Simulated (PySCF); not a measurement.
**Sr: excitation energy**

Sr [Kr] 5s2 (1S) → Sr [Kr] 5s1 5p1 (3P), as a difference of total energies. Computed with PySCF 2.14 in ANO-RCC-VTZP, with the spin-free X2C one-electron Hamiltonian (Gaussian nucleus). Correlated levels: valence and next inner shell: [Ar] 3d10 frozen. The calculations carry no spin-orbit coupling.

```json
{"method": "UHF", "excitation energy (eV)": "0.992"}
{"method": "MP2 (valence and next inner shell)", "excitation energy (eV)": "1.720"}
{"method": "SCS-MP2 (valence and next inner shell)", "excitation energy (eV)": "1.764"}
{"method": "CCSD (valence and next inner shell)", "excitation energy (eV)": "1.746"}
{"method": "CCSD(T) (valence and next inner shell)", "excitation energy (eV)": "1.802"}
```

**Question.** How much does correlation contribute at CCSD(T) (valence and next inner shell)?

**Answer.** 1.802 − (0.992) = 0.810 eV, measured against UHF.

Errors of the correlated levels include the incompleteness of this basis and the frozen core.

The basis was made for the ground configuration and has no added diffuse functions, so the excitation energy can come out too high.

For comparison: 1.823 eV (measured; NIST levels, between the centres of gravity of the two terms).
